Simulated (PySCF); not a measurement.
C4H15NSi2, SMILES C[SiH](C)CC[SiH2]N at its GFN2-xTB optimised geometry (Å):

```
22

Si     1.2045    -1.0593     0.0000
C      3.1097    -1.0593     0.0000
C      0.6137    -1.9928    -1.5531
C      0.6008     0.7527     0.0000
C     -0.7693     0.9930     0.6374
Si    -2.2563     0.1966    -0.2342
N     -2.1159     0.5495    -1.9156
H      0.7245    -1.7585     1.2069
H      3.5089    -0.5258    -0.8581
H      3.5013    -2.0711    -0.0338
H      3.5064    -0.5850     0.8923
H     -0.4680    -2.0719    -1.5872
H      1.0164    -3.0011    -1.5731
H      0.9402    -1.4975    -2.4641
H      1.3377     1.3581     0.5364
H      0.5847     1.1417    -1.0207
H     -0.7439     0.6429     1.6705
H     -0.9413     2.0711     0.6883
H     -3.5089     0.8368     0.1771
H     -2.3168    -1.2371     0.1088
H     -1.2383     0.3665    -2.3751
H     -2.8758     0.2956    -2.5254
```

Method: CAM-B3LYP/def2-SVP (PySCF 2.14.0).

Map of the Laplacian of the electron density (e/bohr⁵) on the plane z = 1.0 Å:

```
|*******************************|
|*******************************|
|*******************************|
|*******************************|
|*******************************|
|*******************************|
|*******************************|
|*******************************|
|*******************************|
|*******************************|
|************+=*****************|
|*************+*****************|
|*************@*#***************|
|************+#=****************|
|***************#***************|
|*******************************|
|***********************+=******|
|***********************=-******|
|*****************++************|
|****************= +************|
|****************+-*************|
|*******************************|
|*******************************|
|*******************************|
|*******************************|
|*******************************|
|*******************************|
|*******************************|
|*******************************|
|*******************************|
|*******************************|
```
Scale: ten equal steps from -0.960 (start of ' ') to 0.631 (end of '@'), in the order ' .:-=+*#%@'; x runs from -6.00 to 6.00, y from -6.00 (bottom) to 6.00 (top).
